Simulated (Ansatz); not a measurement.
```xyz
9

C     0.8239   -0.0060   -0.0268
C    -0.4704    0.7229    0.0192
C    -0.4099   -0.7766    0.0354
H     1.4235    0.0005    0.8848
H     1.4426    0.0372   -0.9435
H    -0.6852    1.2485   -0.9252
H    -0.7202    1.2861    0.8718
H    -0.6946   -1.2322    0.9147
H    -0.7763   -1.2798   -0.9329
```

Basis set: def2-TZVP (spherical functions). Correlated methods keep 3 orbitals frozen. Charge 0, multiplicity 1.

Computed with Ansatz (development build ahead of 0.2.0); each method stands on the lowest determinant of its kind that the runs found. Restricted open shells among the atoms or ions are ROHF, correlated in semicanonical orbitals with singles.

The atomization energy at this shape (free ground-state atoms in the same class of orbitals less the molecule, no zero-point energy) of singlet C₃H₆:

```json
{"method": "RHF", "atomization energy": "646.86 kcal/mol"}
```

Question: What does RHF-MP2 give?

Answer: 826.89 kcal/mol. Caution: the shape is not the minimum.
